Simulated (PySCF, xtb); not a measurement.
GeHO, SMILES [Ge][OH] (connectivity only; charge and spin as stated), neutral, multiplicity 2.

Harmonic wavenumbers (cm⁻¹) from GFN2-xTB (xtb 6.7.1) at its own minimum, in rising order: 521, 627, 3569.

What does PySCF with PBE0-D3(BJ)/def2-TZVP give at its own minimum? (An estimate is asked for; the answer gives what the named calculation found.)

692, 790, 3860. Paired by order, the mean absolute difference is 208 cm⁻¹ and the zero-point energies are 6.7 and 7.6 kcal/mol.
